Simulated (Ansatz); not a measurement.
`Sc1ccc(Sc2ccccc2)cc1` was relaxed with PBE-D4 (def2-SVP) in Ansatz in these states: charge -1 doublet, neutral singlet. The geometries follow in no particular order.

A:

```xyz
24

S     3.526   -1.029   -3.668
C     2.081   -0.988   -2.662
C     1.335    0.222   -2.483
C     0.165    0.254   -1.737
C    -0.342   -0.938   -1.109
S    -1.812   -0.921   -0.152
C    -1.462    0.128    1.266
C    -2.552    0.614    2.027
C    -2.344    1.489    3.100
C    -1.039    1.929    3.421
C     0.043    1.463    2.649
C    -0.152    0.569    1.588
C     0.402   -2.150   -1.286
C     1.561   -2.180   -2.050
H     3.015   -1.355   -4.945
H     1.707    1.143   -2.962
H    -0.389    1.199   -1.615
H    -3.575    0.288    1.768
H    -3.205    1.829    3.700
H    -0.874    2.635    4.250
H     1.067    1.796    2.887
H     0.696    0.198    0.993
H     0.035   -3.070   -0.800
H     2.112   -3.125   -2.183
```

B:

```
atom   x (Å)   y (Å)   z (Å)
  S1  -1.756  -2.817   4.051
  C2  -1.581  -1.652   2.724
  C3  -1.173  -2.018   1.422
  C4  -1.061  -1.055   0.415
  C5  -1.320   0.303   0.693
  S6  -1.265   1.557  -0.572
  C7   0.300   1.261  -1.377
  C8   0.394   1.588  -2.746
  C9   1.616   1.444  -3.419
 C10   2.745   0.954  -2.745
 C11   2.647   0.622  -1.383
 C12   1.438   0.784  -0.693
 C13  -1.716   0.671   1.994
 C14  -1.857  -0.296   2.996
 H15  -1.391  -3.917   3.337
 H16  -0.958  -3.072   1.187
 H17  -0.761  -1.359  -0.599
 H18  -0.498   1.948  -3.281
 H19   1.679   1.704  -4.488
 H20   3.700   0.829  -3.278
 H21   3.528   0.243  -0.842
 H22   1.372   0.537   0.377
 H23  -1.911   1.730   2.221
 H24  -2.171   0.010   4.006
```

Judge from the bond lengths which geometry belongs to which state (an estimate).

A is the charge -1 doublet (S1–H15 1.414 Å, C4–C5 1.440 Å, C5–S6 1.754 Å); B is the neutral singlet (S1–H15 1.362 Å, C4–C5 1.410 Å, C5–S6 1.782 Å).

At PBE-D4/def2-SVP the highest occupied level of the relaxed charge -1 doublet lies above zero (up to 1.87 eV). Energy differences put its binding near zero (0.00 eV; each at its own geometry, to the charge 0 singlet, at PBE0-D4/def2-TZVP), which leaves it undecided.
